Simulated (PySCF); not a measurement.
Computed with PySCF 2.14.0 with B3LYP-D3(BJ)/def2-TZVP. Isolated molecules, 0 K electronic values unless said otherwise. B3LYP has the VWN-RPA correlation part, as in Gaussian. Excitations are Tamm–Dancoff values on a coarser integration grid. The basis has no diffuse functions, so Rydberg states are missing or too high.

Reference species (SMILES): `[SiH3][Al]([I])[SiH3]` (neutral, multiplicity 1).

```yaml
S1 excitation (TDA): 3.40 eV
dipole_moment: 1.11 D
HOMO–LUMO gap: 4.34 eV
```

Changed species: `[SiH3][Al]([SiH3])[SiH3]` (0 of 3 SiH3 replaced by I; the reference has 1 of 3 SiH3 replaced by I).

Problem. What does the change do to the S1 excitation (TDA), dipole moment and HOMO–LUMO gap?

Solution. the S1 excitation (TDA) decreases by 0.03 eV, to 3.37 eV; the dipole moment decreases by 1.02 D, to 0.09 D; the HOMO–LUMO gap hardly moves.
